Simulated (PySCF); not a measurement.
C₇H₁₆FNSi.
Numbering: `[CH3:1][CH2:2][CH2:3][Si@@H:4]([NH:5][CH3:6])[C@@H:7]1[CH2:8][C@H:9]1[F:10]`

Cartesian coordinates in Å at the PBE0-D3(BJ)/def2-SVP level; atoms count from 1:
```xyz
26
C7H16FNSi angstrom
C      3.7234   -0.1357   -0.1267
C      2.2645   -0.2326    0.2931
C      1.3606    0.7810   -0.4105
Si    -0.4384    0.7000    0.1290
N     -1.3500    1.7875   -0.8657
C     -2.7886    1.8997   -0.8467
C     -1.1040   -1.0352   -0.0508
C     -2.2292   -1.6074    0.8037
C     -0.8336   -2.0467    1.0168
F     -0.4813   -3.2980    0.6247
H      4.3449   -0.8860    0.3870
H      4.1394    0.8585    0.1033
H      3.8348   -0.2952   -1.2114
H      2.1893   -0.0987    1.3871
H      1.8941   -1.2534    0.0945
H      1.7397    1.8058   -0.2414
H      1.3900    0.6231   -1.5037
H     -0.5196    0.9897    1.6096
H     -0.8798    2.6326   -1.1717
H     -3.1792    2.2282   -1.8249
H     -3.2362    0.9141   -0.6447
H     -3.1811    2.5984   -0.0809
H     -1.0590   -1.4607   -1.0605
H     -2.7033   -0.9753    1.5611
H     -2.8958   -2.3259    0.3196
H     -0.3028   -1.7508    1.9294
```

NICS = −σ at a ghost point: NICS(0) at the centroid of the ring atoms, NICS(1) 1 Å to either side along the normal of their mean plane, zz for the tensor component along that normal. Level: GIAO PBE0/pcSseg-1 (PySCF, non-relativistic, gas phase) on the PBE0-D3(BJ)/def2-SVP geometry, one conformer.

Ring bond lengths (Å), with Mayer bond orders in brackets: C7–C8 1.524 (0.94), C8–C9 1.479 (0.98), C9–C7 1.495 (0.94).

Give the NICS values of each ring in ppm.

| ring | type | NICS(0) | NICS(1), two faces | NICS(1)zz, two faces | rms pucker (Å) | centre to ring atoms, mean (Å) |
| --- | --- | --- | --- | --- | --- | --- |
| C7–C8–C9 | 3-membered carbocycle; formal bonds all single | -39.7 | -6.3 / -10.4 | -15.3 / -23.5 | 0.00 | 0.87 |

What can be read from them?

- C7–C8–C9: mean NICS(1)zz -19.4 ppm, shielded. C7, C8, C9 have four or more neighbours; no verdict on aromaticity is drawn. The two faces differ by 8.2 ppm, so no symmetry operation interchanges them. NICS(0) lies 31 ppm below the mean NICS(1).

What is the mean of the two in-plane components of NICS at the second NICS(1) probe listed for ring C7–C8–C9, 1 Å off the ring?

The isotropic value is a third of the trace: (3 × -10.4 − (-23.5))/2 = -3.9 ppm.

Give the inner angles of the rings and the Hirshfeld charges of the ring atoms.

- C7–C8–C9: C7 58.6° (-0.148 e), C8 59.7° (-0.095 e), C9 61.7° (+0.046 e); sum 180.0° against 180° for a flat convex ring.

How do the values depend on the level or the medium?

```json
{"level": "PBE0/pcSseg-1, gas", "NICS(0), C7–C8–C9": "-39.7", "mean NICS(1)zz, C7–C8–C9": "-19.4"}
{"level": "PBE0/pcSseg-1, IEF-PCM tetrahydrofuran", "NICS(0), C7–C8–C9": "-39.9", "mean NICS(1)zz, C7–C8–C9": "-19.4"}
{"level": "PBE0/pcSseg-1, IEF-PCM water", "NICS(0), C7–C8–C9": "-39.9", "mean NICS(1)zz, C7–C8–C9": "-19.4"}
```

The geometry is the same throughout; the continuum's cavity takes Bondi-type radii × 1.2.
